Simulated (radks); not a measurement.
Task: Spherical quantum dot in the effective-mass picture: electrons in a parabolic well V = omega^2 r^2 / 2 with omega = 0.0801, all in effective atomic units (hartree* = m*/eps^2 hartree, bohr* = eps/m* bohr), one dielectric constant everywhere. Method: non-relativistic Kohn-Sham, LDA (Slater exchange, Perdew-Wang correlation), spin-polarised, spherical densities; computed with a radial shooting solver with Libxc functionals. Levels are named by radial order and angular momentum (1s, 1p, 1d, 2s, ...), and open shells are averaged over m. At N = 20 the configuration is 1s2 1p6 1d10 2s2. Does electron 21 go into 2p up or 1f up?

Result: Into 1f up. The total energies of the other choices lie higher by 0.0269 hartree* (2p up).
